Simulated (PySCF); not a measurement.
A series of substituents X on one scaffold: silaethenyl-X. All species are isolated molecules in the gas phase. One relaxed conformer stands for each flexible species; it need not be the lowest. Strings in code marks are SMILES.

The T1 excitation (TDA) from two functionals at the same geometries (PBE0-D3(BJ)/def2-TZVP), both in PySCF: PBE-D3(BJ)/def2-TZVP and ωB97X-D3(BJ)/def2-TZVP. Excitations are Tamm–Dancoff values on a coarser integration grid. The basis has no diffuse functions, so Rydberg states are missing or too high.

```json
[
 {"species": "X = amino (`C=[SiH]N`)", "PBE-D3(BJ)/def2-TZVP (eV)": "3.20"},
 {"species": "X = cyano", "PBE-D3(BJ)/def2-TZVP (eV)": "2.44"},
 {"species": "X = methylthio (`C=[SiH]SC` (C–Si–S–C torsion 0°))", "PBE-D3(BJ)/def2-TZVP (eV)": "2.93"},
 {"species": "X = vinyl (`C(=C)[SiH]=C` (C–C–Si–C torsion 15°))", "PBE-D3(BJ)/def2-TZVP (eV)": "2.24"},
 {"species": "X = boryl", "PBE-D3(BJ)/def2-TZVP (eV)": "1.58"},
 {"species": "X = fluoromethyl", "PBE-D3(BJ)/def2-TZVP (eV)": "2.75"}
]
```

Task: What does ωB97X-D3(BJ)/def2-TZVP give for each?

Result: 
- X = amino (`C=[SiH]N`): 3.54
- X = cyano: 2.64
- X = methylthio (`C=[SiH]SC` (C–Si–S–C torsion 0°)): 3.18
- X = vinyl (`C(=C)[SiH]=C` (C–C–Si–C torsion 15°)): 2.62
- X = boryl: 1.77
- X = fluoromethyl: 2.95
Over these rows, drawn at random from the members with no instability flagged (it was tested for open shells, ions and some series alone), PBE minus ωB97X-D3(BJ): mean -0.26 eV, from -0.39 eV to -0.19 eV.
